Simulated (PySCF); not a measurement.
# Correlation energy of Mg (magnesium, neutral)

[Ne] 3s1 3p1, high-spin 3P determinant (an excited configuration). Computed with PySCF 2.14 in ANO-RCC-VTZP, with scalar relativity by spin-free X2C-1e. Frozen: 1s2; 10 electrons correlated.

```tsv
level	correlation energy (mhartree)
CCSD	-244.54
(T)	-0.96
CCSD(T)	-245.50
```

Diagnostics: T1 = 0.0039, D1 = 0.0139, largest double amplitude 0.042.

Is a single reference adequate?

Yes: T1 lies below 0.03 and no double amplitude reaches 0.07.

The basis was made for the ground configuration and has no added diffuse functions, which can raise the energy of the promoted electron.
